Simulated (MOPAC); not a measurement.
MOPAC input (PM3):

```
PM3 PRECISE GNORM=0.05 LET XYZ UHF MS=0.5 GEO-OK AUX(PRECISION=9) THREADS=1
CH4BO3

C     1.76495300 1   -0.52704400 1   -0.61874300 1
O     0.47741300 1   -0.82792800 1   -0.31279300 1
B    -0.43253100 1    0.09357200 1    0.13690400 1
O    -0.02789500 1    1.39295500 1    0.31667100 1
O    -1.69005000 1   -0.39492300 1    0.36924800 1
H     2.38187300 1   -1.37128500 1   -0.87708900 1
H     2.14537900 1    0.45868800 1   -0.40013800 1
H    -0.69508700 1    2.00523400 1    0.63405700 1
H    -2.33498100 1    0.24093100 1    0.68609400 1
```

Output:

```
 *******************************************************************************
 **                                                                           **
 **                              MOPAC v23.2.5                                **
 **                                                                           **
 *******************************************************************************
 ** MOPAC's Digital Object Identifier: https://doi.org/10.5281/zenodo.6511958 **
 **                                                                           **
 ** Please cite the open-source release paper for use of this MOPAC version:  **
 ** J. E. Moussa and J. J. P. Stewart (2026)                                  **
 ** MOPAC: An open-source semiempirical molecular orbital program             **
 ** J. Open Source Softw., 11(119), 8025, https://doi.org/10.21105/joss.08025 **
 *******************************************************************************

                              PM3 CALCULATION RESULTS

 *******************************************************************************
 *  PM3        - The PM3 Hamiltonian to be used
 *  GEO-OK     - OVERRIDE INTERATOMIC DISTANCE AND OTHER SAFETY CHECKS
 *  UHF        - UNRESTRICTED HARTREE-FOCK CALCULATION
 *  MS=        - IN MECI, MAGNETIC COMPONENT OF SPIN =  0.5
 *  LET        - OVERRIDE SOME SAFETY CHECKS
 *  PRECISE    - TIGHTER CRITERIA TO BE USED
 *  XYZ        - CARTESIAN COORDINATE SYSTEM TO BE USED
 *  GNORM      - EXIT WHEN GRADIENT NORM DROPS BELOW 0.050
 *  AUX        - OUTPUT AUXILIARY INFORMATION
 *******************************************************************************
PM3 PRECISE GNORM=0.05 LET XYZ UHF MS=0.5 GEO-OK AUX(PRECISION=9) THREADS=1
 CH4BO3

   ATOM   CHEMICAL          X               Y               Z
  NUMBER   SYMBOL      (ANGSTROMS)     (ANGSTROMS)     (ANGSTROMS)

     1       C          1.76495300  *  -0.52704400  *  -0.61874300  *
     2       O          0.47741300  *  -0.82792800  *  -0.31279300  *
     3       B         -0.43253100  *   0.09357200  *   0.13690400  *
     4       O         -0.02789500  *   1.39295500  *   0.31667100  *
     5       O         -1.69005000  *  -0.39492300  *   0.36924800  *
     6       H          2.38187300  *  -1.37128500  *  -0.87708900  *
     7       H          2.14537900  *   0.45868800  *  -0.40013800  *
     8       H         -0.69508700  *   2.00523400  *   0.63405700  *
     9       H         -2.33498100  *   0.24093100  *   0.68609400  *

          CARTESIAN COORDINATES

    NO.       ATOM           X           Y           Z

     1         C          1.7650     -0.5270     -0.6187
     2         O          0.4774     -0.8279     -0.3128
     3         B         -0.4325      0.0936      0.1369
     4         O         -0.0279      1.3930      0.3167
     5         O         -1.6901     -0.3949      0.3692
     6         H          2.3819     -1.3713     -0.8771
     7         H          2.1454      0.4587     -0.4001
     8         H         -0.6951      2.0052      0.6341
     9         H         -2.3350      0.2409      0.6861

  H: (PM3): J. J. P. STEWART, J. COMP. CHEM. 10, 209 (1989).
  B: (PM3): J. J. P. STEWART, J. MOL. MOD., 10, 155-164 (2004)
  C: (PM3): J. J. P. STEWART, J. COMP. CHEM. 10, 209 (1989).
  O: (PM3): J. J. P. STEWART, J. COMP. CHEM. 10, 209 (1989).

           Empirical Formula: C H4 O3 B  =     9 atoms

      MOLECULAR POINT GROUP   :   Cs

          UHF CALCULATION, NO. OF ALPHA ELECTRONS =   15
                           NO. OF BETA  ELECTRONS =   14

          Geometry optimization using EF

          DIAGONAL MATRIX USED AS START HESSIAN

 CYCLE:     1  GRAD.:    66.585 HEAT: -195.3635
 CYCLE:     2  GRAD.:   339.257 HEAT: -174.4168
 CYCLE:     3  GRAD.:   223.559 HEAT: -180.6529
 CYCLE:     4  GRAD.:   197.763 HEAT: -188.4313
 CYCLE:     5  GRAD.:   271.235 HEAT: -182.2985
 CYCLE:     6  GRAD.:   319.476 HEAT: -180.0711
 CYCLE:     7  GRAD.:   176.412 HEAT: -187.9256
 CYCLE:     8  GRAD.:   295.242 HEAT: -180.6120
 CYCLE:     9  GRAD.:   236.387 HEAT: -186.3188
 CYCLE:    10  GRAD.:   202.420 HEAT: -186.8420
 CYCLE:    11  GRAD.:   230.372 HEAT: -181.2854
 CYCLE:    12  GRAD.:   210.772 HEAT: -187.9225
 CYCLE:    13  GRAD.:   275.337 HEAT: -182.3784
 CYCLE:    14  GRAD.:   217.257 HEAT: -187.8740
 CYCLE:    15  GRAD.:   169.048 HEAT: -190.6488
 CYCLE:    16  GRAD.:    50.993 HEAT: -197.5152
 CYCLE:    17  GRAD.:    62.131 HEAT: -196.7579
 CYCLE:    18  GRAD.:    20.830 HEAT: -198.1351
 CYCLE:    19  GRAD.:    16.830 HEAT: -198.2126
 CYCLE:    20  GRAD.:     3.288 HEAT: -198.2949
 CYCLE:    21  GRAD.:     3.237 HEAT: -198.3295
 CYCLE:    22  GRAD.:     6.430 HEAT: -198.3866
 CYCLE:    23  GRAD.:     2.376 HEAT: -198.4056
 CYCLE:    24  GRAD.:     0.778 HEAT: -198.4093
 CYCLE:    25  GRAD.:     0.798 HEAT: -198.4109
 CYCLE:    26  GRAD.:     0.916 HEAT: -198.4125
 CYCLE:    27  GRAD.:     0.280 HEAT: -198.4132
 CYCLE:    28  GRAD.:     0.117 HEAT: -198.4133
 CYCLE:    29  GRAD.:     0.166 HEAT: -198.4134
 CYCLE:    30  GRAD.:     0.190 HEAT: -198.4135
 CYCLE:    31  GRAD.:     0.147 HEAT: -198.4136
 CYCLE:    32  GRAD.:     0.075 HEAT: -198.4137
 CYCLE:    33  GRAD.:     0.051 HEAT: -198.4137
 CYCLE:    34  GRAD.:     0.031 HEAT: -198.4137

     GRADIENT =  0.03139 IS LESS THAN CUTOFF =  0.05000

 -------------------------------------------------------------------------------
 PM3 PRECISE GNORM=0.05 LET XYZ UHF MS=0.5 GEO-OK AUX(PRECISION=9) THREADS=1
 CH4BO3

     GEOMETRY OPTIMISED USING EIGENVECTOR FOLLOWING (EF).
     SCF FIELD WAS ACHIEVED

                              PM3 CALCULATION
                                                       MOPAC v23.2.5 Linux

          FINAL HEAT OF FORMATION =       -198.41374 KCAL/MOL =    -830.16307 KJ/MOL

          COSMO AREA              =        106.06 SQUARE ANGSTROMS
          COSMO VOLUME            =         88.74 CUBIC ANGSTROMS

          GRADIENT NORM           =          0.03139          =       0.01046 PER ATOM
          IONIZATION POTENTIAL    =          8.787729 EV
          ALPHA SOMO LUMO (EV)    =         -8.788  1.710
          BETA  SOMO LUMO (EV)    =        -12.217  0.946
          NO. OF ALPHA ELECTRONS  =         15
          NO. OF BETA  ELECTRONS  =         14
          MOLECULAR WEIGHT        =         74.8508         POINT GROUP:  Cs

          MOLECULAR DIMENSIONS (Angstroms)

            Atom       Atom       Distance
            H     9    H     6     5.06814
            H     8    O     5     2.69481
            H     7    H     9     0.01738

          SCF CALCULATIONS        =         35

   ATOM   CHEMICAL          X               Y               Z
  NUMBER   SYMBOL      (ANGSTROMS)     (ANGSTROMS)     (ANGSTROMS)

     1       C          1.73405027  *  -0.56523882  *  -0.58280101  *
     2       O          0.44874818  *  -0.82191297  *  -0.29908011  *
     3       B         -0.41407088  *   0.17388244  *   0.15096725  *
     4       O         -0.03697238  *   1.48722368  *   0.34009205  *
     5       O         -1.61383056  *  -0.46594623  *   0.32942803  *
     6       H          2.24739359  *  -1.45375740  *  -0.92301112  *
     7       H          2.19351930  *   0.40935413  *  -0.47898802  *
     8       H         -0.72386452  *   2.05816595  *   0.64857612  *
     9       H         -2.32694334  *   0.07206439  *   0.63691771  *

                             CARTESIAN COORDINATES

   1    C        1.734050273    -0.565238816    -0.582801006
   2    O        0.448748185    -0.821912972    -0.299080107
   3    B       -0.414070882     0.173882445     0.150967247
   4    O       -0.036972376     1.487223678     0.340092054
   5    O       -1.613830555    -0.465946226     0.329428028
   6    H        2.247393585    -1.453757401    -0.923011120
   7    H        2.193519301     0.409354132    -0.478988019
   8    H       -0.723864523     2.058165945     0.648576121
   9    H       -2.326943340     0.072064387     0.636917714

           Empirical Formula: C H4 O3 B  =     9 atoms

      MOLECULAR POINT GROUP   :   Cs

          ALPHA EIGENVALUES
 -39.32357 -38.82334 -38.53211 -25.98911 -21.66566 -19.28215 -17.61347 -17.16198
 -16.21837 -15.92792 -13.63529 -13.15084 -12.64780 -12.31465  -8.78773   1.71044
   1.74523   2.72761   3.39145   3.66674   4.66167   4.89319   5.16822   6.26150

           BETA EIGENVALUES
 -39.13131 -38.74374 -38.50607 -25.06843 -21.49519 -19.18544 -17.52713 -16.88322
 -16.11894 -15.72874 -13.12671 -12.99771 -12.57381 -12.21661   0.94574   1.82622
   2.32911   3.13859   3.40555   3.97572   4.96123   5.11171   5.26559   6.57790

              NET ATOMIC CHARGES AND DIPOLE CONTRIBUTIONS

  ATOM NO.   TYPE          CHARGE      No. of ELECS.   s-Pop       p-Pop
    1          C          -0.140264        4.1403     1.21292     2.92734
    2          O          -0.047216        6.0472     1.73715     4.31007
    3          B          -0.008365        3.0084     1.00527     2.00309
    4          O          -0.235887        6.2359     1.71667     4.51921
    5          O          -0.203855        6.2039     1.71166     4.49220
    6          H           0.107304        0.8927     0.89270
    7          H           0.104777        0.8952     0.89522
    8          H           0.215880        0.7841     0.78412
    9          H           0.207625        0.7924     0.79238
 DIPOLE           X         Y         Z       TOTAL
 POINT-CHG.    -0.440     0.994     0.337     1.138
 HYBRID        -0.754     0.985     0.420     1.310
 SUM           -1.194     1.979     0.758     2.432

          ATOMIC ORBITAL ELECTRON POPULATIONS

     Atom    s        px        py        pz
    1  C   1.21292   0.84478   1.00379   1.07877
    2  O   1.73715   1.19810   1.45321   1.65876
    3  B   1.00527   0.70748   0.67512   0.62049
    4  O   1.71667   1.49071   1.28875   1.73975
    5  O   1.71166   1.24691   1.51482   1.73047
    6  H   0.89270
    7  H   0.89522
    8  H   0.78412
    9  H   0.79238

                    (SZ)    =    0.500000
                    (S**2)  =    0.762738

          ATOMIC ORBITAL SPIN POPULATIONS

    Atom   Total    s     px     py     pz
         Atomic
    1  C  1.0705  0.065  0.095  0.111  0.799
    2  O  0.0364  0.002 -0.027 -0.003  0.064
    3  B  0.0230  0.001  0.002  0.001  0.018
    4  O  0.0075 -0.000  0.001  0.000  0.007
    5  O  0.0065 -0.000 -0.001 -0.000  0.008
    6  H -0.0707 -0.071
    7  H -0.0723 -0.072
    8  H -0.0003 -0.000
    9  H -0.0007 -0.001

 **********************
 *                    *
 * JOB ENDED NORMALLY *
 *                    *
 **********************

 == MOPAC DONE ==
```

The geometry given is a B3LYP-D3(BJ)/def2-TZVP minimum.
